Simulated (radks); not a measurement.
Task: Coherent X-ray form factor from a spherical all-electron density. All-electron calculation, scalar-relativistic Kohn-Sham, SCAN, spin-polarised, spherical densities, finite nucleus; meta-GGA in the generalised Kohn-Sham scheme; Fermi nuclear charge, rms radius of each element as measured or else 0.836 A^(1/3) + 0.57 fm. Program: a radial shooting solver on a logarithmic mesh with Libxc functionals.

| sin(theta)/lambda (1/angstrom) | f0 (electrons) |
|---|---|
| 0.05 | 34.840 |
| 0.1 | 34.369 |
| 0.15 | 33.616 |
| 0.2 | 32.621 |
| 0.25 | 31.437 |
| 0.3 | 30.122 |
| 0.4 | 27.316 |
| 0.5 | 24.573 |
| 0.6 | 22.109 |
| 0.8 | 18.168 |
| 1 | 15.153 |
| 1.25 | 12.058 |
| 1.5 | 9.589 |
| 2 | 6.625 |

The species is in the configuration that NIST lists as its ground one. Which atom or ion scatters so?

Result: The silver ion Ag12+, [Ar] 3d10 4s2 4p5. Extrapolating in s^2 from the first two rows gives f0(0) = 35.0, near the electron count 35; among species with that count, the fall with angle is slower the higher Z, and the table is that of Z = 47; from so few rows the species is fixed only to a neighbour or two.
